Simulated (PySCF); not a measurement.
# How methods differ on the excitation energy of Nb

Nb [Kr] 4d4 5s1 (6D) → Nb [Kr] 4d3 5s2 (4F), as a difference of total energies. Computed with PySCF 2.14 in aug-cc-pVTZ-PP with one added diffuse shell each of s, p, d, f, g type with ECP28MDF (7s7p6d4f3g, 113 functions), with scalar relativity through the core potential. Correlated levels: valence: 4s2 4p6 frozen. The calculations carry no spin-orbit coupling.

| method | excitation energy (eV) | error (eV) |
| --- | --- | --- |
| UHF | 0.723 | +0.539 |
| LDA | 0.697 | +0.513 |
| PBE | 0.798 | +0.614 |
| PBE0 | 0.778 | +0.594 |
| r2SCAN | 0.935 | +0.751 |
| MN15 | 0.265 | +0.081 |
| r2SCANh | 0.892 | +0.708 |
| wB97X-V | 0.203 | +0.019 |
| MP2 (valence) | 0.327 | +0.143 |
| SCS-MP2 (valence) | -0.340 | -0.524 |

Reference: 0.184 eV (measured; NIST levels, between the centres of gravity of the two terms).

Errors of the correlated levels include the incompleteness of this basis and the frozen core.
